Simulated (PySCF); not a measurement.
Where the electron goes

C₃H₈GeSi.
Geometry (PBE0-D3(BJ)/def2-SVP, Å), atoms numbered from 1 in this order:
```xyz
13
C3H8GeSi angstrom
C      2.8607   -0.0858    0.8852
C      1.9169    0.4804    0.3673
Ge     0.4171    1.3243   -0.4495
C     -0.8739   -0.0519   -0.9562
Si    -1.5193   -1.0967    0.4704
H      3.6979   -0.5778    1.3489
H     -0.1939    2.3022    0.5690
H      0.9116    2.0972   -1.6847
H     -1.7188    0.4442   -1.4618
H     -0.3882   -0.7078   -1.6975
H     -2.2076   -0.2256    1.4731
H     -2.5014   -2.1114   -0.0238
H     -0.3962   -1.8096    1.1486
```

The calculation used PySCF 2.14.0, density-fitted response routines, TDDFT wB97X-D/def2-SVPD, vertical, gas phase, core orbitals frozen in the response. The wB97X-D/def2-SVPD calculation is non-relativistic and has no spin–orbit coupling, an omission that weighs most on germanium.

Kohn–Sham orbitals with the atoms that hold most of them (Löwdin shares over 4%, at most four atoms; ? is withheld):

| orbital | ε (eV) | atoms |
| --- | --- | --- |
| HOMO-3 | -11.17 | C4 24%, Si5 24%, H11 10%, Ge3 7% |
| HOMO-2 | -10.80 | C4 21%, Si5 19%, H12 15%, Ge3 13% |
| HOMO-1 | -9.97 | ? |
| HOMO | -9.90 | C1 33%, C2 33%, C4 11%, Ge3 9% |
| LUMO | 1.56 | ? |
| LUMO+1 | 1.86 | C1 25%, C2 22%, Ge3 20%, H8 7% |
| LUMO+2 | 2.02 | Ge3 33%, C1 16%, C2 12%, H7 8% |

Which atoms hold the LUMO, and with what shares?

Ge3 (bonded to 2 C and 2 H) 24%; C1 (bonded to C and H) 14%; C2 (bonded to C and Ge) 13%; Si5 (bonded to C and 3 H) 10%. By element: carbon 27% or more, germanium 24%, silicon 10%.

Which atoms hold the HOMO-1, and with what shares?

C2 (bonded to C and Ge) 38%; C1 (bonded to C and H) 38%; Ge3 (bonded to 2 C and 2 H) 9%; H7 (bonded to Ge) 6%. By element: carbon 77% or more, germanium 9%, hydrogen 6% or more.

The HOMO–LUMO gap is 11.46 eV. Where does the response calculation put the lowest singlet, and from which orbitals?

S1 is at 6.16 eV (f = 0.0001), 5.31 eV below the gap, made of HOMO→LUMO+1 (32%), HOMO-1→LUMO (29%), HOMO-1→LUMO+2 (9%). Its leading pair isn't HOMO and LUMO; the energies of that pair differ by 11.76 eV. Without the coupling terms of the response equations the lowest excitation would equal the gap.

Next come S2 at 6.40 eV (f 0.0024), HOMO-1→LUMO+1 (37%), HOMO→LUMO (25%), HOMO→LUMO+2 (8%); S3 at 6.40 eV (f 0.0024), HOMO→LUMO+1 (38%), HOMO-1→LUMO (23%); S4 at 7.81 eV (f 0.087), HOMO→LUMO (44%), HOMO→LUMO+2 (25%), HOMO-2→LUMO (11%); S5 at 7.87 eV (f 0.0068), HOMO-1→LUMO+2 (60%), HOMO-1→LUMO (18%).

One conformer stands for the species.
